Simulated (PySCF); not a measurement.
Spinor energies of Pd⁴⁺ (palladium, charge +4)

Start: [Kr] 4d6; 4d3/2 filled at m_j = -3/2, -1/2, +1/2, +3/2; 4d5/2 filled at m_j = +3/2, +5/2. Calculated with PySCF 2.14 in x2c-TZVPPall-2c (8s9p7d2f1g, 93 functions): generalised Hartree-Fock with the X2C-1e Hamiltonian and a Gaussian nucleus; one run each with spin-orbit coupling (SO) switched off, then screened by Boettger's factors.

```tsv
spinor shell	electrons	ε, spin-free (eV)	ε, screened SO (eV)	weight of nominal j (screened SO)	rms radius, screened SO (bohr)
1s1/2	2	-24535.7	-24533.9	1.000	0.0365
2s1/2	2	-3718.1	-3717.5	1.000	0.150
2p1/2	2	-3332.8	-3443.1	1.000	0.130
2p3/2	4	-3332.8	-3281.6	1.000	0.135
3s1/2	2	-755.70	-755.52	1.000	0.403
3p1/2	2	-625.85	-645.78	1.000	0.399
3p3/2	4	-625.85	-616.49	1.000	0.409
3d3/2	4	-419.90	-423.61	0.976	0.387
3d5/2	6	-419.90	-417.22	0.984	0.390
4s1/2	2	-162.95	-162.89	1.000	0.997
4p1/2	2	-122.23	-129.23	0.743	1.08
4p3/2	4	-122.23	-118.79	0.871	1.09
4d3/2	4	-66.511	-66.332	0.691	1.34
4d5/2	2	-66.511	-66.892	0.876	1.34
```

```tsv
quantity	spin-free	screened SO
E (hartree)	-5038.60440	-5039.47028
M_J	4	4
⟨J²⟩	20.005	20.012
⟨L²⟩	6.004	6.135
⟨S²⟩	6.001	5.937
```

Each row is a mean over spinors that exchange with the open shell spreads, by up to 11.173 eV (4p3/2).

Rows whose weight is well below 1 are mixtures of j = l ± 1/2: exchange outweighs spin-orbit coupling there, and the label is only the starting occupation.

Breit and QED terms are absent; they matter most for the inner s and p1/2 levels.

Densities and radii are taken from the X2C orbitals without a picture-change correction, which distorts them close to the nucleus.

Without spin-orbit coupling the j labels of p, d and f shells carry no meaning; the spin-free column gives the mean over the occupied spinors of each nl shell.
